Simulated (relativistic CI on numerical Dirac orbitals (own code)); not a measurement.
# Electric-dipole transitions in Tc19+

These numbers are calculated, not measured: Dirac-Coulomb-Breit CI, separate exchange-only KLI orbitals for each configuration, a model potential for QED, unscaled Slater integrals (own radial code, finite nucleus).

Configuration list (outside the closed core [Ne]): 3s2 3p6 3d6, 3s2 3p5 3d7, 3s2 3p4 3d8, 3s 3p6 3d7, 3p6 3d8, 3s 3p5 3d8, 3s2 3p6 3d5 4s, 3s2 3p6 3d5 4p, 3s2 3p6 3d5 4d, 3s2 3p6 3d5 4f, 3s2 3p4 3d7 4s, 3s2 3p5 3d6 4s, 3s2 3p6 3d4 4s2, 3s2 3p4 3d7 4p, 3s2 3p6 3d4 4s 4p, 3s2 3p5 3d6 4p, 3s2 3p6 3d5 5s, 3s2 3p6 3d4 4p2, 3s 3p5 3d7 4s, 3s2 3p6 3d5 5p, 3s2 3p6 3d4 4s 4d, 3s2 3p6 3d5 5d, 3s 3p5 3d7 4p, 3s 3p6 3d6 4s, 3s2 3p6 3d5 5f, 3s2 3p5 3d5 4s2, 3s 3p6 3d6 4p, 3p6 3d7 4s, 3s2 3p6 3d5 6p. Levels of other configurations are missing.

| λ vac (Å) | Lower | Upper | A (s⁻¹) | gf | Branching (%) |
| --- | --- | --- | --- | --- | --- |
| 33.385 | 3s2 3p6 3d6 5D_4 [1] | 3s2 3p6 3d5 4p 5F°_5 [348] | 2.66e+11 | 4.89e-01 | 81.4 |
| 61.777 | 3s2 3p6 3d6 3G_5 [15] | 3s2 3p5 3d7 1G°_4 [136] | 2.89e+11 | 1.49e+00 | 41.9 |
| 61.940 | 3s2 3p6 3d6 1I_6 [21] | 3s2 3p5 3d7 1H°_5 [138] | 1.26e+12 | 7.97e+00 | 93.5 |
| 62.449 | 3s2 3p6 3d6 3H_6 [8] | 3s2 3p5 3d7 3G°_5 [127] | 1.01e+12 | 6.51e+00 | 84.2 |
| 62.478 | 3s2 3p6 3d6 3H_5 [9] | 3s2 3p5 3d7 3G°_5 [127] | 1.31e+11 | 8.45e-01 | 10.9 |
| 63.049 | 3s2 3p6 3d6 1G_4 [22] | 3s2 3p5 3d7 1F°_3 [137] | 5.03e+11 | 2.10e+00 | 56.3 |
| 63.066 | 3s2 3p6 3d6 3G_4 [16] | 3s2 3p5 3d7 3F°_3 [131] | 6.60e+11 | 2.75e+00 | 72.7 |
| 63.280 | 3s2 3p6 3d6 1G_4 [32] | 3s2 3p5 3d7 1F°_3 [143] | 8.30e+11 | 3.49e+00 | 77.8 |
| 63.360 | 3s2 3p6 3d6 3F_4 [28] | 3s2 3p5 3d7 3D°_3 [141] | 5.80e+11 | 2.44e+00 | 64.3 |
| 63.394 | 3s2 3p6 3d6 3G_5 [15] | 3s2 3p5 3d7 3F°_4 [129] | 4.51e+11 | 2.45e+00 | 57.8 |
| 64.273 | 3s2 3p6 3d6 3H_5 [9] | 3s2 3p5 3d7 3G°_4 [121] | 3.87e+11 | 2.16e+00 | 51.6 |
| 65.298 | 3s2 3p6 3d6 3H_5 [9] | 3s2 3p5 3d7 3F°_4 [119] | 2.77e+11 | 1.59e+00 | 39.6 |
| 65.405 | 3s2 3p6 3d6 3H_4 [12] | 3s2 3p5 3d7 3G°_3 [120] | 4.66e+11 | 2.09e+00 | 62.9 |
| 65.962 | 3s2 3p5 3d7 3I°_7 [55] | 3s2 3p4 3d8 3H_6 [290] | 5.37e+11 | 4.56e+00 | 70.2 |
| 67.844 | 3s2 3p6 3d6 3F_4 [6] | 3s2 3p5 3d7 3D°_3 [103] | 2.38e+11 | 1.15e+00 | 47.1 |
| 67.980 | 3s2 3p6 3d6 3G_5 [15] | 3s2 3p5 3d7 3G°_5 [113] | 2.36e+11 | 1.80e+00 | 57.4 |
| 68.499 | 3s2 3p6 3d6 1I_6 [21] | 3s2 3p5 3d7 1I°_6 [116] | 2.65e+11 | 2.43e+00 | 89.6 |
| 68.645 | 3s2 3p6 3d6 5D_4 [1] | 3s2 3p5 3d7 5D°_4 [86] | 8.91e+10 | 5.66e-01 | 21.4 |
| 69.618 | 3s2 3p6 3d6 5D_4 [1] | 3s2 3p5 3d7 3F°_4 [80] | 1.10e+11 | 7.21e-01 | 38.7 |
| 71.099 | 3s2 3p6 3d6 3H_5 [9] | 3s2 3p5 3d7 3H°_5 [93] | 1.72e+11 | 1.43e+00 | 57.5 |
| 72.119 | 3s2 3p6 3d6 3F_4 [6] | 3s2 3p5 3d7 5D°_4 [86] | 1.35e+11 | 9.46e-01 | 32.5 |
| 72.167 | 3s2 3p6 3d6 5D_4 [1] | 3s2 3p5 3d7 3D°_3 [66] | 9.67e+10 | 5.28e-01 | 49.1 |
| 72.299 | 3s2 3p6 3d6 5D_3 [2] | 3s2 3p5 3d7 5D°_3 [70] | 1.24e+11 | 6.83e-01 | 47.4 |
| 73.508 | 3s2 3p6 3d6 5D_4 [1] | 3s2 3p5 3d7 5P°_3 [59] | 2.27e+11 | 1.29e+00 | 88.2 |
| 74.104 | 3s2 3p6 3d6 5D_3 [2] | 3s2 3p5 3d7 5P°_2 [62] | 1.51e+11 | 6.22e-01 | 85.8 |
| 74.177 | 3s2 3p6 3d6 3H_6 [8] | 3s2 3p5 3d7 3H°_6 [78] | 1.98e+11 | 2.12e+00 | 79.5 |
| 75.795 | 3s2 3p6 3d6 5D_4 [1] | 3s2 3p5 3d7 3F°_4 [50] | 7.49e+10 | 5.81e-01 | 80.3 |
| 75.853 | 3s2 3p6 3d6 3H_6 [8] | 3s2 3p5 3d7 3I°_6 [69] | 8.35e+10 | 9.36e-01 | 77.0 |
| 76.097 | 3s2 3p6 3d6 5D_2 [3] | 3s2 3p5 3d7 5F°_2 [54] | 1.20e+11 | 5.23e-01 | 95.1 |
| 79.217 | 3s2 3p6 3d6 5D_4 [1] | 3s2 3p5 3d7 3G°_5 [40] | 6.61e+10 | 6.84e-01 | 84.0 |

Terms are leading LS components. Brackets give the number of a level in order of energy, since labels repeat. The list gives strong lines, with weight on those to low levels, without lines whose two gauges differ by over a factor of 2.5, among the lowest 400 of 9882 levels, so that lines to higher ones, which can be the strongest, are missing. Levels whose partners in the same complex of configurations lie outside the list can be far off, and so can their lines. Rates are taken at the computed energies, electric ones in the length gauge.

At this charge energies of transitions that change n are usually good to better than 1 %, and those within a shell (Δn = 0) to a few per cent. Terms inside the open d or f shell come out 10 to 20 % too wide with unscaled integrals.

LS names give the leading component of a level, which can be under half, so a name can repeat, a term be missing and a line seem to break the LS rules.
